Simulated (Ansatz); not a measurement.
`NB(Cl)Cl` + `C[SiH]1C=C1` → `CB(N)Cl` + `Cl[SiH]1C=C1` at 700 K and 1 bar (redistribution).

Program: Ansatz. Geometries: PBE0-D4/def2-TZVP. ΔE: electronic, gas phase. CCSD(T)/CBS is the MP2 limit (def2-TZVPP, def2-QZVPP) plus CCSD(T) − MP2 in def2-TZVPP, frozen cores. This one scheme is used for every species. One conformer a species, not always the lowest.

```
       species  CCSD(T)/CBS energy (Eh)  H − E (kJ/mol)  S (J/(mol·K))
    `NB(Cl)Cl`              -1000.39362           139.8          367.9
 `C[SiH]1C=C1`               -406.78530           265.7          405.8
     `CB(N)Cl`               -580.44617           245.0          399.7
`Cl[SiH]1C=C1`               -826.74464           162.0          378.1
```

H − E and S are ideal-gas, rigid-rotor, harmonic terms from PBE0-D4/def2-TZVP, for one conformer and one mirror image of each species. 1 Eh = 2625.50 kJ/mol, R = 8.31446 J/(mol·K).

Question: By hand: ΔE, ΔH, ΔS and ΔG.

Answer: ΔE = (-580.44617) + (-826.74464) − (-1000.39362) − (-406.78530) = -0.01189 Eh = -31.2 kJ/mol. Δ(H − E) = 245.0 + 162.0 − 139.8 − 265.7 = 1.5, so ΔH = -29.7 kJ/mol. ΔS = 399.7 + 378.1 − 367.9 − 405.8 = 4.1 J/(mol·K). ΔG = -29.7 − 700 × (4.1)/1000 = -32.6 kJ/mol.

Question: By hand: the equilibrium constant, and the temperature at which ΔG would vanish if ΔH and ΔS stayed fixed.

Answer: log₁₀ K = −ΔG/(RT ln 10) = 2.4. ΔH and −TΔS have one sign here, so there is no such temperature.

The number of gas molecules stays the same, so ΔS is small and ΔH decides. A doubt of 5 kJ/mol in ΔE shifts log₁₀ K by 0.4 here. Other conformers and mirror images would add mixing entropy, several J/(mol·K) or more a flexible species. These are equilibria of isolated gas molecules and say nothing of rates. Largest T1 diagnostic: 0.012 (customary marks: 0.02 for closed shells, 0.045 for open ones).

ΔS is within the doubt of such terms, so its sign, and with it that verdict, could turn.
